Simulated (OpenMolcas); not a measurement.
Ni2+: effect of the metal basis

Ni2+ with 6 ligands (oxide) in octahedral coordination (Oh) at 2.07 Å. A charge of +1.67 e stands 3.2 Å behind each ligand.

```yaml
Program: OpenMolcas
Method: CASSCF
Spin-orbit_coupling: state interaction with AMFI integrals over the reference wave functions
```

Fixed: ligand basis ANO-RCC-VDZP, active space 8 electrons in 5 orbitals (3d), DKH2 Hamiltonian.

States (labels of O, the rotations of Oh). Energies in cm-1 above the lowest state or level, χT in cm3 K/mol; 10Dq and B are least-squares fits to the states below 45000 cm-1, weighted by degeneracy, with a free offset, and given where the rms deviation is under 5 % of |10Dq| (or 100 cm-1) and under 700 cm-1.

| Run | Metal basis | Ground state | First state of that spin | 10Dq | B (rms of fit) | First gap with spin-orbit (degeneracies) | χT at 300 K | First state of another spin | Cost |
| --- | --- | --- | --- | --- | --- | --- | --- | --- | --- |
| A | ANO-RCC-VDZP | 3A2 | 3T2 4823 | 4804 | 1270 (35) | 4544 (3, 2) | 1.626 | 1E 18031 | roughly 14 core-seconds |
| B | ANO-RCC-VTZP | 3A2 | 3T2 4802 | 4873 | 1280 (46) | 4527 (3, 2) | 1.627 | 1E 18059 | roughly 23 core-seconds |

Against A, |10Dq| changes by +1.4 % in B.

Costs are those of the RASSCF and RASSI steps.

Without dynamic correlation the repulsion within the d shell is too large (B by tens of per cent), so at a given field states of lower spin stand too high. The oxide ions are held by bare point charges, a crude embedding. Ligand-to-metal charge-transfer states are missing. With oxide or sulfide held by bare charges the field of late divalent 3d ions can come out several times too small, and g and χT far too large. With no ligand orbital active B as a rule stays too high, so bands that hang on it stand too high and its fall with covalency is understated. With metal d orbitals alone and no dynamic correlation the field as a rule comes out too small, by tens of per cent, by up to half for chloride and softer ligands, and the orbital part of g and χT, which goes as 1/10Dq, too large. No measured value stands beside these numbers; the geometry is a model, was not optimised and need not be the one that this ion takes.
